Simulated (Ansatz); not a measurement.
Basis sets compared for cis-Zn(OH)2(NH3)4 (ZnN4O2H14). The state is a singlet with charge 0. Geometry B3LYP-D4/def2-SVP. Ansatz on 4 threads of Arm Neoverse V2 on a shared host; times are rough, and most runs start from earlier orbitals.

Cartesian coordinates in Å:
```
N -2.0532 0.2112 -0.6366
N 1.1643 -0.0983 -1.8393
N -0.1964 -2.3081 0.2998
N 0.4003 2.2962 0.3146
O 1.8702 -0.6085 0.6361
O -0.9851 0.4919 1.7464
Zn 0.0484 0.0182 0.0952
H 2.1955 -0.3218 1.4981
H -2.4705 0.9861 -1.1507
H -2.2311 0.3223 0.3784
H -2.4808 -0.6570 -0.9549
H -0.6882 0.1075 2.5801
H 1.3516 0.7806 -2.3196
H 1.0836 -0.8366 -2.5372
H 1.9487 -0.3065 -1.1948
H 0.7839 -2.1047 0.5837
H -0.2196 -3.1317 -0.3012
H -0.7306 -2.5177 1.1432
H 0.0277 3.1414 -0.1174
H 1.3506 2.4943 0.6281
H -0.1693 2.0414 1.1479
```

Another isomer (singlet) lies 0.49 eV lower at PBE0-D4/def2-TZVP; other spin states weren't run for this one.

Binding counts from free atoms (N quartet, O triplet, Zn singlet, H doublet) in the same basis, without a counterpoise term.

| level | functions | energy (Eh) | HOMO (eV) | LUMO (eV) | binding per atom (eV) | wall time |
| --- | --- | --- | --- | --- | --- | --- |
| PBE-D4/def2-SVP | 185 | -2156.1065 | -3.74 | 0.28 | 3.34 | 2.6 s |
| PBE0-D4/def2-SVP | 185 | -2156.1606 | -5.42 | 1.13 | 3.25 | 3.8 s |

Estimate the rows for PBE-D4/def2-TZVP (with forces), PBE0-D4/def2-TZVP.


```json
{"level": "PBE-D4/def2-TZVP (with forces)", "functions": "318", "energy (Eh)": "-2156.8319", "HOMO (eV)": "-4.41", "LUMO (eV)": "-0.37", "binding per atom (eV)": "3.32", "wall time": "5.5 s"}
{"level": "PBE0-D4/def2-TZVP", "functions": "318", "energy (Eh)": "-2156.8658", "HOMO (eV)": "-5.98", "LUMO (eV)": "0.45", "binding per atom (eV)": "3.23", "wall time": "9 s"}
```
